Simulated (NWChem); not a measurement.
# CH₃FSi, singlet; SMILES F[Si]C

Computed with NWChem. Low-valent species are run as closed-shell singlets; no triplet was tried in these runs. Structure relaxed at the PBE0/def2-SVP level. Level: PBE0/def2-SVP with SMD (1 M gas to 1 M solution), gas-phase geometry. Reactions with the solvent are ignored.

```tsv
solvent	dielectric constant	solvation free energy (kcal/mol)	cavity-dispersion-structure term (kcal/mol)	dipole in solution (D)
water	78.4	-1.0	2.2	2.06
1,4-dioxane	2.21	?	?	1.80
acetone	20.5	-3.3	-0.2	2.03
diethyl ether	4.24	-3.1	-0.7	1.92
n-hexane	1.88	-2.2	-0.7	1.76
```

Task: Complete the blanks.

Result: 
- 1,4-dioxane, solvation free energy (kcal/mol): -1.4
- 1,4-dioxane, cavity-dispersion-structure term (kcal/mol): 0.3
